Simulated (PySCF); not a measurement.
**Spin-rotation constants: `InChI=1S/C5H11NOS/c1-6-3-5(4-6)8(2)7/h5H,3-4H2,1-2H3/p+1/t8-/m1/s1`, charge +1**

Molfile (atoms numbered from 1):
```
C5H12NOS
     RDKit          3D

 20 20  0  0  0  0  0  0  0  0999 V2000
    2.9194    0.2550    0.0701 C   0  0  0  0  0  0  0  0  0  0  0  0
    1.5538   -0.8491    0.5812 S   0  0  0  0  0  4  0  0  0  0  0  0
    0.8245   -0.1448    1.6364 O   0  0  0  0  0  0  0  0  0  0  0  0
    0.4569   -0.4751   -0.9352 C   0  0  1  0  0  0  0  0  0  0  0  0
   -0.8913   -1.1867   -0.8068 C   0  0  0  0  0  0  0  0  0  0  0  0
   -1.5687    0.1090   -0.4953 N   0  0  1  0  0  0  0  0  0  0  0  0
   -2.0960    0.2307    0.8695 C   0  0  0  0  0  0  0  0  0  0  0  0
   -0.2898    0.8417   -0.7496 C   0  0  0  0  0  0  0  0  0  0  0  0
    2.5528    1.2528   -0.1440 H   0  0  0  0  0  0  0  0  0  0  0  0
    3.4085   -0.1778   -0.7946 H   0  0  0  0  0  0  0  0  0  0  0  0
    3.6194    0.3000    0.8991 H   0  0  0  0  0  0  0  0  0  0  0  0
    1.0170   -0.6282   -1.8501 H   0  0  0  0  0  0  0  0  0  0  0  0
   -1.2664   -1.6511   -1.7178 H   0  0  0  0  0  0  0  0  0  0  0  0
   -0.9608   -1.8932    0.0209 H   0  0  0  0  0  0  0  0  0  0  0  0
   -2.3109    0.3447   -1.1574 H   0  0  0  0  0  0  0  0  0  0  0  0
   -2.4825    1.2351    1.0314 H   0  0  0  0  0  0  0  0  0  0  0  0
   -2.8958   -0.4903    1.0263 H   0  0  0  0  0  0  0  0  0  0  0  0
   -1.2840    0.0409    1.5759 H   0  0  0  0  0  0  0  0  0  0  0  0
    0.0212    1.3954    0.1408 H   0  0  0  0  0  0  0  0  0  0  0  0
   -0.3326    1.5020   -1.6135 H   0  0  0  0  0  0  0  0  0  0  0  0
  2  1  1  6
  2  3  2  0
  2  4  1  0
  4  5  1  0
  5  6  1  0
  6  7  1  0
  6  8  1  0
  8  4  1  0
  1  9  1  0
  1 10  1  0
  1 11  1  0
  4 12  1  6
  5 13  1  0
  5 14  1  0
  6 15  1  6
  7 16  1  0
  7 17  1  0
  7 18  1  0
  8 19  1  0
  8 20  1  0
M  CHG  1   6   1
M  END
```

Method: PySCF, GIAO PBE0/pcSseg-1 magnetisability, rotational g tensor and spin-rotation constants, non-relativistic, gas phase. Geometry: GFN2-xTB.

For an ion the centre-of-mass motion in the field is neglected.

Give the nuclear spin-rotation constants along the inertial axes (H = +C I·J) beside the isotropic shieldings.

Rotational constants 3.1974, 1.2576, 1.1423 GHz. A star marks the isotopologue with that one atom substituted, in its own axes.
| atom | isotope | Caa (kHz) | Cbb (kHz) | Ccc (kHz) | mean (kHz) | σ (ppm) |
| --- | --- | --- | --- | --- | --- | --- |
| N6 | 14N | 0.173 | 0.064 | 0.048 | 0.095 | 209.2 |
| H9 | 1H | -0.298 | -0.178 | -0.001 | -0.159 | 29.5 |
| H10 | 1H | -0.336 | -0.029 | -0.129 | -0.165 | 29.8 |
| H11 | 1H | -0.074 | -0.086 | -0.142 | -0.101 | 28.5 |
| H12 | 1H | -0.311 | 0.010 | -0.153 | -0.151 | 28.3 |
| H13 | 1H | -0.273 | -0.025 | -0.105 | -0.135 | 26.6 |
| H14 | 1H | -0.367 | -0.057 | -0.063 | -0.162 | 27.6 |
| H15 | 1H | -0.057 | -0.129 | -0.138 | -0.108 | 27.0 |
| H16 | 1H | -0.333 | -0.146 | -0.015 | -0.165 | 29.0 |
| H17 | 1H | -0.215 | -0.147 | -0.059 | -0.141 | 29.1 |
| H18 | 1H | -0.078 | -0.064 | -0.126 | -0.089 | 26.5 |
| H19 | 1H | -0.282 | -0.045 | -0.081 | -0.136 | 26.6 |
| H20 | 1H | -0.354 | -0.042 | -0.067 | -0.154 | 26.9 |
| C1 | 13C* | 0.578 | 0.211 | 0.195 | 0.328 | 144.7 |
| S2 | 33S* | 1.347 | 0.489 | 0.448 | 0.761 | 185.9 |
| O3 | 17O* | 0.188 | -0.282 | -0.095 | -0.063 | 294.1 |
| C4 | 13C* | 0.656 | 0.220 | 0.230 | 0.369 | 131.0 |
| C5 | 13C* | 0.599 | 0.279 | 0.221 | 0.366 | 125.7 |
| C7 | 13C* | 0.635 | 0.168 | 0.199 | 0.334 | 146.8 |
| C8 | 13C* | 0.435 | 0.268 | 0.244 | 0.316 | 134.5 |

For the geometry as given, no vibrational averaging.

How do the rotational constants and the g tensor change when H9, H10, H11, H12, H13, H14, H15, H16, H17, H18, H19, H20 are replaced by deuterium?

Constants 2.6158, 1.0658, 0.9768 GHz; g -0.0027, 0.0050, 0.0061, against -0.0041, 0.0065, 0.0075 before.
